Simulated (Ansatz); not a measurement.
Born–Oppenheimer molecular dynamics of C₂H₅FS₂Si (11 atoms, charge 0, multiplicity 1). It starts from a relaxed structure.

Level of theory: RKS B3LYP-D4/STO-3G (Ansatz 0.2.0).

```
ensemble        : NVT, Langevin thermostat
time step       : 0.5 fs
steps asked     : 461
set temperature : 1000 K
friction        : 0.01 /fs
seed            : 129014
```

First frame:

```xyz
11
Properties=species:S:1:pos:R:3
C -1.129 0.472 0.829
C 0.091 -0.007 1.148
S 0.786 0.281 2.776
S 1.095 -1.014 0.042
Si 0.307 -0.326 -1.833
F -1.341 -0.439 -1.852
H -1.578 0.249 -0.152
H -1.703 1.087 1.527
H 1.999 -0.265 2.478
H 0.876 -1.158 -2.876
H 0.663 1.063 -2.066
```

Task: How far do the bonds stretch over the last three quarters of this one trajectory? (Pairs bonded in most of those frames.)

Result: 
| bond | mean (Å) | spread (Å) | shortest | longest |
| --- | --- | --- | --- | --- |
| C1–C2 | 1.351 | 0.022 | 1.30 | 1.40 |
| C1–H7 | 1.103 | 0.024 | 1.05 | 1.16 |
| C1–H8 | 1.100 | 0.025 | 1.05 | 1.17 |
| C2–S3 | 1.806 | 0.068 | 1.67 | 1.91 |
| C2–S4 | 1.812 | 0.060 | 1.67 | 1.95 |
| S3–H9 | 1.374 | 0.046 | 1.27 | 1.48 |
| S4–Si5 | 2.151 | 0.045 | 2.07 | 2.24 |
| Si5–F6 | 1.655 | 0.030 | 1.60 | 1.73 |
| Si5–H10 | 1.460 | 0.049 | 1.35 | 1.57 |
| Si5–H11 | 1.458 | 0.039 | 1.36 | 1.55 |

Mean temperature of the second half: 788 K. The mean temperature of the second half is 21 % below the set value. A run of 0.23 ps of so small a system gives no equilibrium averages. Limits of this set-up: minimal basis.

The run took 25 min on 1 thread of Arm Neoverse V1 (shared host), peak memory 0.13 GiB.
